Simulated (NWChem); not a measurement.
System: C3H4BCl; SMILES C#CB(C)Cl

Here is an NWChem input.

```
start job
memory heap 200 mb stack 900 mb global 1100 mb
geometry units angstroms noautosym nocenter noautoz
  B      0.349379     0.064549     0.010233
  C     -0.230138    -1.346570     0.002309
  C     -0.668813    -2.482999    -0.001810
  H     -1.064691    -3.483269    -0.005296
  Cl    -0.794076     1.407573    -0.005684
  C      1.887641     0.328961     0.008618
  H      2.157016     1.384679     0.143681
  H      2.297233    -0.016951    -0.957923
  H      2.388009    -0.284584     0.775705
end
basis spherical
  * library pcsseg-1
end
dft
  xc slater vwn_5
  iterations 150
end
property
  shielding
end
task dft property
```

NWChem printed, in part:

```
             Northwest Computational Chemistry Package (NWChem) 7.3.0
             --------------------------------------------------------

                             Geometry "geometry" -> ""
                             -------------------------

 Output coordinates in angstroms (scale by  1.889725989 to convert to a.u.)

  No.       Tag          Charge          X              Y              Z
 ---- ---------------- ---------- -------------- -------------- --------------
    1 B                    5.0000     0.34937900     0.06454900     0.01023300
    2 C                    6.0000    -0.23013800    -1.34657000     0.00230900
    3 C                    6.0000    -0.66881300    -2.48299900    -0.00181000
    4 H                    1.0000    -1.06469100    -3.48326900    -0.00529600
    5 Cl                  17.0000    -0.79407600     1.40757300    -0.00568400
    6 C                    6.0000     1.88764100     0.32896100     0.00861800
    7 H                    1.0000     2.15701600     1.38467900     0.14368100
    8 H                    1.0000     2.29723300    -0.01695100    -0.95792300
    9 H                    1.0000     2.38800900    -0.28458400     0.77570500

 Effective nuclear repulsion energy (a.u.)     165.6019172203

                              NWChem Property Module
                              ----------------------

  itol2e modified to match energy
  convergence criterion.

                                 NWChem DFT Module
                                 -----------------

 Summary of "ao basis" -> "ao basis" (spherical)
 ------------------------------------------------------------------------------
       Tag                 Description            Shells   Functions and Types
 ---------------- ------------------------------  ------  ---------------------
 B                          pcsseg-1                 7       17   3s3p1d
 C                          pcsseg-1                 7       17   3s3p1d
 H                          pcsseg-1                 3        5   2s1p
 Cl                         pcsseg-1                10       24   4s5p1d

  itol2e modified to match energy
  convergence criterion.

            General Information
            -------------------
          SCF calculation type: DFT
          Wavefunction type:  closed shell.
          No. of atoms     :     9
          No. of electrons :    44
           Alpha electrons :    22
            Beta electrons :    22
          Charge           :     0
          Spin multiplicity:     1
          Use of symmetry is: off; symmetry adaption is: off
          Maximum number of iterations: 150
          AO basis - number of functions:   112
                     number of shells:    50
          Convergence on energy requested:  1.00D-07
          Convergence on density requested:  1.00D-05
          Convergence on gradient requested:  5.00D-04

              XC Information
              --------------
                        Slater Exchange Functional  1.000 local
                      VWN V Correlation Functional  1.000 local

             Grid Information
             ----------------
          Grid used for XC integration:  fine
          Radial quadrature: Mura-Knowles
          Angular quadrature: Lebedev.
          Tag              B.-S. Rad. Rad. Pts. Rad. Cut. Ang. Pts.
          ---              ---------- --------- --------- ---------
          B                   0.85       70          11.0       590
          C                   0.70       70          13.0       590
          H                   0.35       60          14.0       590
          Cl                  1.00      123          13.0       770
          Grid pruning is: on
          Number of quadrature shells:   643
          Spatial weights used:  Erf1

      Superposition of Atomic Density Guess
      -------------------------------------

 Sum of atomic energies:        -598.91993014

      Non-variational initial energy
      ------------------------------

[...]

          -----------------------------------------
          Chemical Shielding Tensors (GIAO, in ppm)
          -----------------------------------------

                                NWChem CPHF Module
                                ------------------

  scftype          =     RHF
  nclosed          =       22
  nopen            =        0
  variables        =     1980
  # of vectors     =        3
  tolerance        = 0.10D-03
  level shift      = 0.00D+00
  max iterations   =       50
  max subspace     =       30

 SCF residual:    1.9934802177231208E-004

Iterative solution of linear equations
  No. of variables     1980
  No. of equations        3
  Maximum subspace       30
        Iterations       50
       Convergence  1.0D-04

   iter   nsub   residual    time
   ----  ------  --------  ---------
     1      3    1.12D-04      52.3
     2      6    1.19D-08      55.8

      Atom:    1  B
        Diamagnetic
    202.2007     -1.1782      0.2899
     -1.1782    198.4396     -0.0824
      0.2899     -0.0824    176.2300

        Paramagnetic
   -175.7102     10.1825     -1.6076
     10.1825   -233.0371     -0.0564
     -1.6076     -0.0564    -77.0652

        Total Shielding Tensor
     26.4905      9.0042     -1.3177
      9.0042    -34.5975     -0.1388
     -1.3177     -0.1388     99.1649

           isotropic =      30.3526
          anisotropy =     103.2552

          Principal Components and Axis System
                 1           2           3
               99.1894    -35.8971     27.7655

      1        -0.0184     -0.1429      0.9896
      2        -0.0023      0.9897      0.1428
      3         0.9998     -0.0004      0.0185

      Atom:    2  C
        Diamagnetic
    249.1755     15.2601      0.0657
     15.2601    279.8925      0.0549
      0.0657      0.0549    240.7232

        Paramagnetic
   -231.0917     88.3901      0.7388
     88.3901    -35.4510      0.8490
      0.7388      0.8490   -268.2760

        Total Shielding Tensor
     18.0838    103.6503      0.8044
    103.6503    244.4416      0.9039
      0.8044      0.9039    -27.5528

           isotropic =      78.3242
          anisotropy =     309.6179

          Principal Components and Axis System
                 1           2           3
              284.7361    -27.5901    -22.1735

      1         0.3623     -0.0742      0.9291
      2         0.9321      0.0250     -0.3615
      3         0.0036      0.9969      0.0782

      Atom:    3  C
        Diamagnetic
    255.3834     10.8938     -0.0010
     10.8938    276.5665      0.0352
     -0.0010      0.0352    251.7803

        Paramagnetic
   -234.6842     42.8676     -0.1903
     42.8676   -130.9422      1.3244
     -0.1903      1.3244   -238.2095

        Total Shielding Tensor
     20.6992     53.7614     -0.1913
     53.7614    145.6243      1.3597
     -0.1913      1.3597     13.5709

           isotropic =      59.9648
          anisotropy =     158.4289

          Principal Components and Axis System
                 1           2           3
              165.5841     13.5944      0.7159

      1         0.3479     -0.0503      0.9362
      2         0.9375      0.0102     -0.3478
      3         0.0079      0.9987      0.0507

      Atom:    4  H
        Diamagnetic
     28.0814      5.0732      0.0104
      5.0732     38.7153      0.0346
      0.0104      0.0346     26.2929

        Paramagnetic
     -2.5678     -2.3666      0.0184
     -2.3666     -6.9737      0.0275
      0.0184      0.0275     -2.3064

        Total Shielding Tensor
     25.5135      2.7066      0.0288
      2.7066     31.7416      0.0621
      0.0288      0.0621     23.9864

           isotropic =      27.0805
          anisotropy =       8.5102

          Principal Components and Axis System
                 1           2           3
               32.7540     24.5017     23.9859

      1         0.3502      0.9366     -0.0122
      2         0.9367     -0.3502     -0.0037
      3         0.0078      0.0101      0.9999

      Atom:    5  Cl
        Diamagnetic
   1147.8461     -3.4179      0.0546
     -3.4179   1150.0302     -0.0196
      0.0546     -0.0196   1144.1166

        Paramagnetic
   -799.0492   -190.2577     -1.5315
   -190.2577   -791.0355     -4.7842
     -1.5315     -4.7842   -218.8330

        Total Shielding Tensor
    348.7968   -193.6756     -1.4769
   -193.6756    358.9948     -4.8039
     -1.4769     -4.8039    925.2836

           isotropic =     544.3584
          anisotropy =     571.4490

          Principal Components and Axis System
                 1           2           3
              925.3245    547.6232    160.1277

      1         0.0003     -0.6978      0.7163
      2        -0.0086      0.7163      0.6978
      3         1.0000      0.0064      0.0058

      Atom:    6  C
        Diamagnetic
    261.1252      2.1850      0.5327
      2.1850    251.2933     -0.0370
      0.5327     -0.0370    248.6515

        Paramagnetic
    -80.3308     12.2122      1.6954
     12.2122   -114.8191      0.6501
      1.6954      0.6501    -82.3677

        Total Shielding Tensor
    180.7944     14.3973      2.2281
     14.3973    136.4742      0.6131
      2.2281      0.6131    166.2838

           isotropic =     161.1841
          anisotropy =      36.2349

          Principal Components and Axis System
                 1           2           3
              185.3408    166.0038    132.2079

      1         0.9519     -0.1150     -0.2842
      2         0.2819     -0.0355      0.9588
      3         0.1204      0.9927      0.0013

      Atom:    7  H
        Diamagnetic
     29.4433      5.4289      0.8602
      5.4289     36.3591      1.7731
      0.8602      1.7731     21.7984

        Paramagnetic
      0.9487     -3.3422     -0.2669
     -3.3422     -3.9381     -0.8816
     -0.2669     -0.8816      4.0999

[...]
```

Level: LDA (Slater exchange, VWN5)/pcSseg-1, GIAO. The geometry was optimised at PBE0/def2-SVP. The printed shielding anisotropy is the first printed principal value minus the mean of the other two.
